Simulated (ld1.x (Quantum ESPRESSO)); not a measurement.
## Transferability test, TM potential for Ni

- Element: Ni (Z = 28)
- Generator: ld1.x (Quantum ESPRESSO) 7.5
- Type: norm-conserving Troullier–Martins (Kleinman–Bylander form)
- Functional: LDA (PZ)
- Relativity: scalar-relativistic
- Frozen core: [Ne] 3s2
- Valence charge: 16
- Reference configuration: 3p6 3d8.5 4s1.5 4p0
- Partial waves: 4s (bound): rc 2.45 bohr; 3p (bound): rc 0.70 bohr; 4f channel at 0.4 Ry: rc 1.85 bohr; 3d (bound): rc 1.55 bohr
- Local potential: the d channel
- Core correction: none

Energies are relative to the spin-unpolarised reference configuration 3p6 3d8.5 4s1.5 4p0; without spin polarisation the order of configurations can differ from experiment. Spin-polarised rows fill each open shell by Hund’s rule, majority spin first.

```csv
valence configuration,charge,ΔE all-electron (eV),error AE − PS (meV)
3p6 3d8 4s2 4p0,0,1.201,-11
3p6 3d8 4s1 4p0,+1,10.802,-5.1
3p6 3d8 4s0 4p0,+2,28.461,-25
3p6 3d7 4s2 4p1,0,11.857,-407
3p6 3d6 4s0 4p0,+4,124.126,-224
3p6 3d8 4s1.5 4p0,+0.5,5.044,-7.4
3p6 3d8.5 4s1.5 4p0 (spin-polarised),0,-0.593,+80
3p6 3d8 4s2 4p0 (spin-polarised),0,0.289,+139
```

(1) What are ΔE and the potential's error for 3p6 3d9 4s0 4p0?

Levels in the configuration 3p6 3d8.5 4s1.5 4p0 (spin-polarised):

```tsv
level	all-electron (eV)	pseudo (eV)
3p up	-69.299	-69.441
3d up	-7.471	-7.570
4s up	-5.531	-5.529
3p down	-67.774	-67.611
3d down	-6.083	-5.968
4s down	-4.950	-4.953
```

Note: ghost state, extra bound levels that the all-electron valence spectrum of the same l lacks: s at -182.3 eV. A true bound ghost makes a file unfit for plane-wave use.

Results:

(1) ΔE = 7.764 eV all-electron; the error (AE − PS) is -29 meV.
